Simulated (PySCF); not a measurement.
OW (SMILES [O]=[W]), triplet, geometry from GFN2-xTB (such geometries of metal compounds can be far from the true shape) (core potentials on W). Base run: PBE/def2-SVP run with PySCF.

The PySCF input:
```python
from pyscf import gto, scf, dft

mol = gto.Mole()
mol.atom = '''
    W    -0.00000000   -0.00000000   -0.16586381
    O     0.00000000    0.00000000    1.53424026
'''
mol.basis = 'def2-svp'
mol.ecp = {'W': 'def2-svp'}
mol.spin = 2
mol.verbose = 4
mol.build()

mf = dft.UKS(mol)
mf.xc = 'pbe'
mf.kernel()
mf.analyze()
```

Each row names what was changed in the base input (with any setting that the change needs).

| change | ΔE vs base (mEh) | fitting functions | dipole (D) | outcome |
|---|---|---|---|---|
| base | 0.000 | - | 2.09 | converged |
| auxbasis = even-tempered beta=1.6 | -0.002 | 510 | 2.09 | converged |
| auxbasis = cc-pvdz-jkfit | - | - | - | input refused |
| auxbasis = cc-pvtz-ri | - | - | - | input refused |
| auxbasis = def2-universal-jkfit | -0.017 | 304 | 2.09 | converged |
| auxbasis = def2-svp-ri | - | - | - | input refused |
| auxbasis = cc-pvtz-jkfit | - | - | - | input refused |
| auxbasis = even-tempered beta=3.0 | -27.364 | 240 | 2.10 | converged |
| auxbasis = def2-universal-jfit | -0.070 | 138 | 2.09 | converged |
| auxbasis = even-tempered beta=2.0 | -0.306 | 343 | 2.09 | converged |

A fitting set is made for a task (jfit for Coulomb, jkfit for Coulomb and exchange, ri for correlation) and for a family of orbital bases.

Open shells are given as the SCF converged; they aren't shown to be the lowest states, and a large step between rows can be another state.

- auxbasis = cc-pvdz-jkfit: ended with `pyscf.lib.exceptions.BasisNotFoundError: Basis set not found for W in cc-pvdz-jkfit`
- auxbasis = cc-pvtz-ri: ended with `pyscf.lib.exceptions.BasisNotFoundError: Basis set not found for W in cc-pvtz-ri`
- auxbasis = def2-svp-ri: ended with `pyscf.lib.exceptions.BasisNotFoundError: Basis set not found for W in def2-svp-ri`
